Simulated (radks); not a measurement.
Values are calculated unless marked as measured or tabulated.
Question: The mean radii <r> (bohr) of the occupied orbitals of an atom or ion are listed with their occupations. Level of theory: Dirac Kohn-Sham, BLYP, spin-unpolarised, spherical densities, finite nucleus; Fermi nuclear charge, rms radius of each element as measured or else 0.836 A^(1/3) + 0.57 fm (a radial shooting solver on a logarithmic mesh with Libxc functionals).

orbital      occ.      <r>
1s1/2           2  0.03040
2s1/2           2   0.1313
2p1/2           2   0.1112
2p3/2           4   0.1164
3s1/2           2   0.3581
3p1/2           2   0.3494
3p3/2           4   0.3604
3d3/2           4   0.3325
3d5/2           6   0.3360
4s1/2           2   0.8708
4p1/2           2   0.9242
4p3/2           4   0.9528
4d3/2         3.2    1.155
4d5/2         4.8    1.167
4f5/2    0.857143    4.268
4f7/2     1.14286    4.271

Name the element and its charge. Open shells, if any, are shared by 2j + 1.

Answer: Z = 48, cadmium, charge +2: Cd2+ in [Kr] 4d8 4f2. The 1s radius gives Z: for a bare nucleus <r> = (2 gamma + 1)/(2Z) with gamma = sqrt(1 - (Z/c)^2), 0.02993 bohr for Z = 48, and screening makes it slightly larger (0.03040 here). The occupations add up to 46, and the charge is Z minus that.
